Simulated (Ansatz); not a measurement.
Program: Ansatz. Geometries: PBE0-D4/def2-TZVP. ΔE: electronic, gas phase. CCSD(T)/CBS adds triple-zeta CCSD(T) − MP2 to the extrapolated MP2 energy (def2 sets, frozen cores). For Ge outer-core shells are correlated without core-valence functions, which leaves a few kJ/mol of doubt a bond. Scalar relativity is left out up to krypton.

Reaction (formal exchange of groups at a C–C bond): `C#CC(C)C` + `[Cl][GeH2][Cl]` → `[CH3][GeH]([Cl])[Cl]` + `C#CCC`

```tsv
species	CCSD(T)/CBS(def2) energy (Eh)
`C#CC(C)C`	-195.01939
`[Cl][GeH2][Cl]`	-2996.94498
`[CH3][GeH]([Cl])[Cl]`	-3036.22487
`C#CCC`	-155.75665
```

Question: Work out ΔE.

Answer: ΔE = (-3036.22487) + (-155.75665) − (-195.01939) − (-2996.94498) = -0.01715 Eh = -0.47 eV.

Largest T1 diagnostic among the species: 0.011.

At CCSD(T), def2-SVP lies +0.16 eV from the extrapolated value and def2-TZVPP +0.01 eV. Leaving LDA and LC-ωPBE aside and taking each functional with its dispersion term where it has one, the values, not all of them listed here, spread over 0.05 eV, from r2SCAN-D4 to B97M-V. LDA lies +0.07 eV from PBE without D4.
